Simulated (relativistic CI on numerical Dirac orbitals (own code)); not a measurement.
Transition arrays of Mn V

These numbers are calculated, not measured: Dirac-Coulomb-Breit CI, KLI orbitals optimised for each configuration, model QED, valence Slater integrals scaled by 0.9, whole transition arrays (own radial code, finite nucleus).

CI space (outside the closed core [Ne] 3s2): 3p⁶3d³, 3p⁶3d²4f, 3p⁵3d⁴, 3p⁶3d²4p, 3p⁶3d²5f. Levels of other configurations are missing.

All E1 lines from the levels of 3p⁶3d³; mean and standard deviation are weighted by gf, and upper levels are sorted by their leading configuration.

| Upper configuration | Lines | Σgf | Mean (eV) | Mean (nm) | σ (eV) | Strongest line (nm) |
| --- | --- | --- | --- | --- | --- | --- |
| 3p⁶3d²4f | 721 | 26.2 | 48.00 | 25.829 | 1.79 | 26.434 |
| 3p⁵3d⁴ | 1699 | 440.2 | 63.55 | 19.510 | 4.80 | 18.933 |
| 3p⁶3d²4p | 466 | 31.9 | 29.03 | 42.713 | 1.49 | 42.022 |
| 3p⁶3d²5f | 740 | 57.4 | 57.89 | 21.417 | 2.15 | 21.198 |

Σgf per state of the lower configuration in bins of 1 nm over the central range (centre: value): 17.5: 0.25, 18.5: 1.48, 19.5: 0.86, 20.5: 0.72, 21.5: 0.44, 22.5: 0.20, 23.5: 0.06, 24.5: 0.10, 25.5: 0.14, 26.5: 0.09, 27.5: 0.02, 40.5: 0.02, 41.5: 0.10.

Task: How do configuration mixing and the scaling of the Slater integrals move the arrays?

Result: Slater scale 0.9, no configuration mixing: 3p⁶3d²4f 48.7 ± 1.8 eV (Σgf 72.2), 3p⁵3d⁴ 63.3 ± 4.9 eV (Σgf 399.7), 3p⁶3d²4p 29.0 ± 1.5 eV (Σgf 30.5), 3p⁶3d²5f 56.3 ± 1.9 eV (Σgf 40.6); Slater scale 1: 3p⁶3d²4f 47.8 ± 1.9 eV (Σgf 24.6), 3p⁵3d⁴ 64.8 ± 5.3 eV (Σgf 447.4), 3p⁶3d²4p 29.1 ± 1.7 eV (Σgf 32.0), 3p⁶3d²5f 58.2 ± 2.4 eV (Σgf 60.4); Slater scale 0.8: 3p⁶3d²4f 48.1 ± 1.6 eV (Σgf 28.2), 3p⁵3d⁴ 62.3 ± 4.3 eV (Σgf 428.5), 3p⁶3d²4p 29.0 ± 1.3 eV (Σgf 31.8), 3p⁶3d²5f 57.7 ± 1.8 eV (Σgf 58.5). With mixing, levels are counted to their leading configuration, so an array can shrink or vanish into another, and the sums then hold other lines.
